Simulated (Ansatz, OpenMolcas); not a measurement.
**Heat of formation of C3H7Br (1-bromopropane) from total energies**

C3H7Br has 11 atoms, charge 0, and is taken as a singlet. SMILES: `CCCBr`. Geometry: relaxed at PBE0-D4/def2-TZVP. This is one conformer, not always the lowest.

| atom | x (Å) | y (Å) | z (Å) |
| --- | --- | --- | --- |
| C | -0.5554 | 1.1763 | 0.1746 |
| C | -0.2327 | -0.2582 | 0.5483 |
| C | 0.7512 | -0.9334 | -0.3765 |
| Br | 0.0426 | -1.1652 | -2.1816 |
| H | -1.0205 | 1.2289 | -0.8116 |
| H | -1.2428 | 1.6215 | 0.8964 |
| H | 0.3494 | 1.7899 | 0.1510 |
| H | -1.1480 | -0.8548 | 0.5988 |
| H | 0.2126 | -0.2882 | 1.5510 |
| H | 1.6645 | -0.3523 | -0.4995 |
| H | 1.0046 | -1.9374 | -0.0427 |

Total energies at PBE/def2-SVP (OpenMolcas 26.06); the atoms run unrestricted:

```
species    state   energy (Eh)
 C3H7Br  singlet  -2691.733668
      C  triplet    -37.751236
     Br  doublet  -2573.407261
      H  doublet     -0.498629
```

Harmonic wavenumbers at B3LYP/6-31G*, in cm⁻¹: 125, 201, 279, 399, 553, 788, 853, 902, 1051, 1067, 1106, 1238, 1275, 1333, 1398, 1444, 1503, 1506, 1529, 1536, 3022, 3052, 3082, 3113, 3119, 3134, 3177.

Measured heats of formation of the gaseous atoms at 298.15 K, in kJ/mol: C 716.9, Br 111.9, H 218.0. Spin-orbit lowering of the atoms at 298 K (mean of the ground term's levels less their thermal mean, from spectra), in kJ/mol: C 0.02, Br 14.69. Take 1 Eh = 2625.50 kJ/mol, 1 cm⁻¹ = 0.0119627 kJ/mol, RT = 2.479 kJ/mol.

Q: What heat of formation follows?

A: 
1. Electronic atomisation energy: 3 × (-37.751236) + (-2573.407261) + 7 × (-0.498629) − (-2691.733668) = 1.582296 Eh = 4154.3 kJ/mol.
2. Zero-point energy: half the sum of the wavenumbers, 20892.5 cm⁻¹ = 249.9 kJ/mol.
3. Thermal vibrational enthalpy, Σ hcν̃/(exp(hcν̃/kT) − 1): 6.7 kJ/mol. Translation, rotation and pV of a non-linear molecule: 4 RT = 9.9 kJ/mol.
4. The 11 free atoms carry 5/2 RT each: 68.2 kJ/mol.
5. Spin-orbit coupling lowers the free atoms by 3 × 0.02 + 14.69 = 14.8 kJ/mol.
6. Atomisation enthalpy at 298 K: 4154.3 − 14.8 − 249.9 − 6.7 − 9.9 + 68.2 = 3941.2 kJ/mol.
7. Sum of the atoms' heats of formation: 3788.6 kJ/mol. Heat of formation: 3788.6 − 3941.2 = -152.6 kJ/mol.

The tabulated value is -87.0 kJ/mol (CRC Handbook of Chemistry and Physics), so this level is off by -65.6 kJ/mol, or 1.7 % of the atomisation enthalpy. Gradient-corrected functionals often overbind somewhat. Relativity is left out. Anharmonicity and any spin-orbit splitting of the molecule are left out.
